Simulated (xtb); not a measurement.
F$_{4}$Ti, septet, geometry from GFN2-xTB of the parent state (such geometries of metal compounds can be far from the true shape) (the multiplicity is a formal guess); GFN1-xTB run with xtb.

xtb was given this input:
```
$ xtb mol.xyz --gfn 1 --chrg 0 --uhf 6 --json

# file mol.xyz
5

Ti    -0.00000000    -0.00000000    -0.00000000
F      1.25633748     0.24806843    -1.23212847
F      1.13924286    -0.58019840     1.23432488
F     -1.27182203    -0.37572621    -1.18294586
F     -1.12375831     0.70785618     1.18074945
```

Q: What does xtb print? Leave out banner, timings and long lists.

A: 
```
   ID    Z sym.   atoms
    1   22 Ti     1
    2    9 F      2-5

           -------------------------------------------------
          |                Calculation Setup                |
           -------------------------------------------------

           -------------------------------------------------
          |                 G F N 1 - x T B                 |
           -------------------------------------------------

          ...................................................
          :                      SETUP                      :
          :.................................................:
          :  # basis functions                  26          :
          :  # atomic orbitals                  25          :
          :  # shells                           11          :
          :  # electrons                        32          :
          :  # halogen bonds                     0          :
          :  max. iterations                   250          :
          :  Hamiltonian                  GFN1-xTB          :
          :  restarted?                      false          :
          :  GBSA solvation                  false          :
          :  PC potential                    false          :
          :  electronic temp.          300.0000000     K    :
          :  accuracy                    1.0000000          :
          :  -> integral cutoff          0.2500000E+02      :
          :  -> integral neglect         0.1000000E-07      :
          :  -> SCF convergence          0.1000000E-05 Eh   :
          :  -> wf. convergence          0.2000000E-04 e    :
          :  Broyden damping             0.4000000          :
          :  net charge                          0          :
          :  unpaired electrons                  6          :
          ...................................................

 iter      E             dE          RMSdq      gap      omega  full diag
   1    -21.6320310 -0.216320E+02  0.345E+01    0.09       0.0  T
   2    -20.1998672  0.143216E+01  0.113E+01    0.00       1.0  T
   3    -20.8378202 -0.637953E+00  0.658E+00    0.04       1.0  T
   4    -20.9038669 -0.660467E-01  0.607E+00    0.02       1.0  T
   5    -20.3421851  0.561682E+00  0.941E+00    0.00       1.0  T
   6    -20.2440284  0.981567E-01  0.949E+00    0.01       1.0  T
   7    -21.1465832 -0.902555E+00  0.326E+00    0.15       1.0  T
   8    -21.2295968 -0.830136E-01  0.233E+00    0.15       1.0  T
[...]
         :: total energy             -21.317141027146 Eh    ::
[...]
        17        1.0000           -0.3984601             -10.8427
        18        0.9320           -0.3629758              -9.8771
        19        0.9320           -0.3629758              -9.8771 (HOMO)
        20        0.1361           -0.3587331              -9.7616 (LUMO)
        21                         -0.3048375              -8.2950
        22                         -0.2079371              -5.6583
        23                         -0.0655487              -1.7837
        24                         -0.0141878              -0.3861
        25                         -0.0141878              -0.3861
      -------------------------------------------------------------
                  HL-Gap            0.0042427 Eh            0.1155 eV
             Fermi-level           -0.5212812 Eh          -14.1848 eV

  Mulliken/CM5 charges         n(s)   n(p)   n(d)
     1Ti   -0.26830  0.26401   0.787  0.638  2.843
     2F     0.06708 -0.06600   1.818  5.115  0.000
     3F     0.06708 -0.06600   1.818  5.115  0.000
     4F     0.06708 -0.06600   1.818  5.115  0.000
     5F     0.06708 -0.06600   1.818  5.115  0.000

Wiberg/Mayer (AO) data.
largest (>0.10) Wiberg bond orders for each atom

 ---------------------------------------------------------------------------
     #   Z sym  total        # sym  WBO       # sym  WBO       # sym  WBO
 ---------------------------------------------------------------------------
     1  22 Ti   1.990 --     4 F    0.497     3 F    0.497     2 F    0.497
                             5 F    0.497
     2   9 F    1.077 --     1 Ti   0.497     4 F    0.267     3 F    0.267
     3   9 F    1.077 --     1 Ti   0.497     5 F    0.267     2 F    0.267
     4   9 F    1.077 --     1 Ti   0.497     5 F    0.267     2 F    0.267
     5   9 F    1.077 --     1 Ti   0.497     4 F    0.267     3 F    0.267
 ---------------------------------------------------------------------------

Topologies differ in total number of bonds
Writing topology from bond orders to xtbtopo.mol

 dipole moment from electron density (au)
     X       Y       Z
  -0.0000   0.0000   0.0000  total (Debye):    0.000

           -------------------------------------------------
          | TOTAL ENERGY              -21.317141027146 Eh   |
          | GRADIENT NORM               0.066908431389 Eh/α |
          | HOMO-LUMO GAP               0.115450300662 eV   |
           -------------------------------------------------

normal termination of xtb
```
